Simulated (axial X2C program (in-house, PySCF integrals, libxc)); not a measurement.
## Outer orbitals of AsP at 1.992 Å, PBE50

All values were computed with an in-house relativistic program for diatomic molecules. Spin-free means the one-electron spin-free X2C Hamiltonian; two-component (2c) means X2C with spin–orbit coupling and atomic mean-field two-electron Coulomb and Gaunt terms, so the difference of the two also holds small scalar two-electron terms. Basis: As dyall-cv3z [9s9p6d4f1g], P dyall-v3z [8s7p2d1f] (cores contracted in-house); Gaussian nuclei, density fitting, unrestricted open shells. Masses: As 74.922 u, P 30.974 u.

The distance is close to the 2c PBE0 minimum; the highest filled and lowest empty levels are listed.

Spin-free orbitals, state M_S = 0, Λ = 0 (closed shell) (Löwdin shares):

```
symmetry  occupied  ε (eV)             atomic character
      σα       yes  -21.10    44% As s, 37% P s, 8% P p
      σα       yes  -14.87  34% P s, 30% As s, 17% As p
      σα       yes   -9.25   44% P p, 40% As p, 8% As s
     π+α       yes   -8.71   48% P p, 46% As p, 3% As d
     π-α       yes   -8.71   48% P p, 46% As p, 3% As d
     π-α        no   -1.90   44% As p, 41% P p, 7% As d
     π+α        no   -1.90   44% As p, 41% P p, 7% As d
      σα        no    1.66  38% As p, 25% P p, 15% As d
      σα        no    3.49   34% As s, 19% P s, 16% P d
```

One partner of each degenerate Kramers or spin pair is listed.

Spinors with spin–orbit coupling (state Ω = 0):

```json
{"ω": "1/2", "occupied": "yes", "ε (eV)": "-21.10", "atomic character": "44% As s, 37% P s, 8% P p", "λ mixture": "100% σ"}
{"ω": "1/2", "occupied": "yes", "ε (eV)": "-14.87", "atomic character": "34% P s, 30% As s, 17% As p", "λ mixture": "100% σ"}
{"ω": "1/2", "occupied": "yes", "ε (eV)": "-9.25", "atomic character": "44% P p, 40% As p, 8% As s", "λ mixture": "99% σ, 1% π"}
{"ω": "1/2", "occupied": "yes", "ε (eV)": "-8.75", "atomic character": "47% As p, 47% P p, 2% As d", "λ mixture": "99% π, 1% σ"}
{"ω": "3/2", "occupied": "yes", "ε (eV)": "-8.66", "atomic character": "49% P p, 45% As p, 3% As d", "λ mixture": "100% π"}
{"ω": "1/2", "occupied": "no", "ε (eV)": "-1.94", "atomic character": "43% As p, 42% P p, 7% As d", "λ mixture": "100% π"}
{"ω": "3/2", "occupied": "no", "ε (eV)": "-1.85", "atomic character": "45% As p, 40% P p, 7% As d", "λ mixture": "100% π"}
{"ω": "1/2", "occupied": "no", "ε (eV)": "1.68", "atomic character": "38% As p, 24% P p, 15% As d", "λ mixture": "100% σ"}
{"ω": "1/2", "occupied": "no", "ε (eV)": "3.49", "atomic character": "33% As s, 19% P s, 16% P d", "λ mixture": "100% σ"}
```

One partner of each degenerate Kramers or spin pair is listed.

Q: How does the gap between the highest filled and lowest empty level change from the spin-free to the 2c table?

A: From 6.81 to 6.72 eV at PBE50, a change of -0.09 eV.

Mulliken charges and populations of the two-component result (they depend on the basis, above all on diffuse functions):

As 0.10 e (s 7.87 p 14.93 d 10.09 f 0.01), P -0.10 e (s 5.88 p 9.11 d 0.11 f 0.01).

The state is one determinant whose occupation by symmetry is held fixed; it was picked as the lowest of a PBE0 search that is not exhaustive.
